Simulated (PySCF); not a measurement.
Al(H)(SH)2 (AlH3S2), SMILES [SH][AlH][SH].

Coordinates come from a B3LYP-D3(BJ)/def2-TZVP optimisation. Other conformers were not sampled.

Computed with C-PCM-ωB97X/def2-SVP (PySCF).

The values are the electrostatic part of the solvation free energy, E(continuum) − E(gas) at the gas-phase geometry, in a cavity of scaled van der Waals radii (PySCF's table); cavitation and dispersion terms are not included. A continuum can't describe solvent molecules that bind to the metal. In vacuum the orbital gap is 10.76 eV. The dipole moment in vacuum is 2.31 D.

Computed values in water (ε = 78.36), n-hexane (ε = 1.88), acetone (ε = 20.49):
```tsv
solvent	ε	ΔG(elec) (kcal/mol)	dipole (D)	gap (eV)
water	78.36	-6.9	3.24	11.18
n-hexane	1.88	-3.0	2.69	10.93
acetone	20.49	-6.6	3.20	11.16
```
